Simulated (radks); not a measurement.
All-electron atom: C+ in [He] 2s2 2p1 (the NIST ground configuration).

Calculated with a radial shooting solver on a logarithmic mesh with Libxc functionals: non-relativistic Kohn-Sham, LDA (Slater exchange, Perdew-Wang correlation), spin-unpolarised, spherical densities, point nucleus.

Energy parts (hartree):
| part | energy |
|---|---|
| total | -37.02056 |
| kinetic | 36.81140 |
| electron-nucleus | -84.33677 |
| Hartree | 14.90979 |
| exchange-correlation | -4.40499 |

Orbitals (lengths in bohr, moments of r in powers of bohr; r(max) is where P^2 peaks):
1s: occ. 2; eigenvalue (hartree) -10.49963; <r> 0.2727; r(max) 0.1753
2s: occ. 2; eigenvalue (hartree) -0.94042; <r> 1.471; r(max) 1.177
2p: occ. 1; eigenvalue (hartree) -0.62928; <r> 1.500; r(max) 1.098

The highest occupied level is 2p at -17.124 eV. Summed over all electrons, <r^2> = 8.187 bohr^2, which gives a Langevin (diamagnetic) susceptibility term of -6.48 x 10^-6 cm^3/mol. Virial ratio -V/T = 2.00568.
